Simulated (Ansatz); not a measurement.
Relaxation of F$_{4}$H$_{3}$HfN (9 atoms, charge 0, multiplicity 1), to a largest force component of 0.03 eV/Å in at most 50 steps.

The calculation used RHF/def2-SVP in Ansatz.

```xyz
9
Properties=species:S:1:pos:R:3:forces:R:3
Hf -0.291 1.168 -0.412 1.92 -2.67 0.86
F -1.552 -1.980 0.843 -0.56 0.10 0.00
F -1.412 0.662 -1.866 0.00 0.00 0.00
F -1.253 1.752 1.125 0.01 -0.01 -0.01
F 0.705 2.677 -1.007 0.03 0.02 -0.01
H -0.655 -1.958 0.773 0.83 0.18 -0.12
N 1.124 -0.619 0.152 -2.24 2.38 -0.71
H 1.729 -0.562 0.955 0.00 0.00 0.00
H 1.605 -1.140 -0.562 0.01 0.00 -0.01
```

Question: Where does it end, and by what steps?

Answer: The forces met the threshold. After 11 steps the energy has fallen by 0.858 eV; F2 moved furthest, 0.82 Å. Joined: Hf1–F2 (3.62 → 2.41 Å).

| step | energy less start (eV) | largest force component (eV/Å) | accepted |
| --- | --- | --- | --- |
| 0 | 0.0000 | 2.668 | yes |
| 1 | -0.3739 | 2.648 | yes |
| 2 | -0.6289 | 0.249 | yes |
| 3 | -0.6723 | 0.488 | yes |
| 4 | -0.7257 | 0.513 | yes |
| 5 | -0.7759 | 0.779 | yes |
| 6 | -0.8361 | 0.648 | yes |
| 7 | -0.8549 | 0.367 | yes |
| 8 | -0.8577 | 0.097 | yes |
| 9 | -0.8578 | 0.089 | yes |
| 10 | -0.8577 | 0.048 | no |
| 11 | -0.8581 | 0.005 | yes |

```xyz
9
Properties=species:S:1:pos:R:3
Hf -0.409 0.813 -0.273
F -1.383 -1.239 0.541
F -1.427 0.388 -1.844
F -1.234 1.541 1.301
F 0.620 2.308 -0.883
H -0.488 -1.518 0.589
N 1.058 -0.641 0.169
H 1.682 -0.547 0.956
H 1.581 -1.107 -0.557
```

Time of the run: 26 s on 2 threads of AMD EPYC 7R43 64-Core Processor (Zen 3), on a shared host, peak memory 0.27 GiB.
